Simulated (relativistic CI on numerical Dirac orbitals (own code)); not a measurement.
# Ag³⁺: 3d photoemission

Computed with this model: Dirac-Coulomb-Breit CI, KLI orbitals optimised for each configuration, a model potential for QED, valence Slater integrals scaled by 0.8, multiplet model of photoemission in the sudden approximation; configurations [Kr] 4d8 → [Ar] 3d9 4s2 4p6 4d8; 80 K; Lorentzian 0.3 eV and Gaussian 0.5 eV FWHM. Energies are those of the free ion, without screening or charge transfer. The energies are binding energies and can lie tens of eV above those of solids. S is read from ⟨S²⟩ = S(S + 1).

Field parameters in Wybourne normalisation: D3d B²₀ = −7Dσ, B⁴₀ = −14Dq − 21Dτ, B⁴₃ = −14√(10/7) Dq; Td as Oh with Dq negative (B⁴₀ = 21Dq, B⁴₄ = √(5/14) B⁴₀). The field is a parameter set, without covalency.

Peaks in eV (height, largest 100): 416.5 (100), 419.5 (11), 420.6 (22), 424.8 (64), 426.2 (9).

Which surroundings give this spectrum?
A. Td, 10Dq = -15800 cm⁻¹
B. D3d, 10Dq = 36550, Dσ = 910, Dτ = 40 cm⁻¹
C. D3d, 10Dq = 26200, Dσ = -500, Dτ = 70 cm⁻¹
D. free ion

D. free ion, where the ground state has S = 0.99.
